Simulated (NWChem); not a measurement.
# InI₂F; SMILES [F][In]([I])[I]

Program: NWChem. Medium grid unless said otherwise, to which SCAN and Minnesota functionals are sensitive. Coordinates come from a PBE0/def2-SVP optimisation. def2 effective core potentials on In, I; no spin-orbit coupling.

Task: Predict the results for M05-2X/def2-SVP. Quantities: highest occupied level (eV); orbital gap (eV); dipole (D).

Result: 
```yaml
highest occupied level (eV): -9.53
orbital gap (eV): 7.10
dipole (D): 1.60
```
